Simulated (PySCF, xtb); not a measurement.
2-chlorobuta-1,3-diene (C4H5Cl), SMILES C=CC(=C)Cl. The values are those of a single conformer.

Harmonic wavenumbers (cm⁻¹) from xtb with GFN2-xTB at its own minimum, in rising order: 109, 231, 362, 381, 497, 631, 635, 724, 868, 897, 899, 1002, 1003, 1189, 1275, 1378, 1402, 1641, 1669, 3062, 3112, 3117, 3141, 3153.

Problem. What does PBE-D3(BJ)/def2-SVP run with PySCF 2.14.0 give at its own minimum? (The exact figures need the calculation; the answer reports its results.)

Solution. 160, 243, 378, 416, 510, 629, 643, 735, 840, 873, 900, 973, 986, 1199, 1255, 1332, 1376, 1603, 1659, 3085, 3094, 3096, 3194, 3206. Paired by order, the mean absolute difference is 23 cm⁻¹ and the zero-point energies are 46.3 and 46.3 kcal/mol.
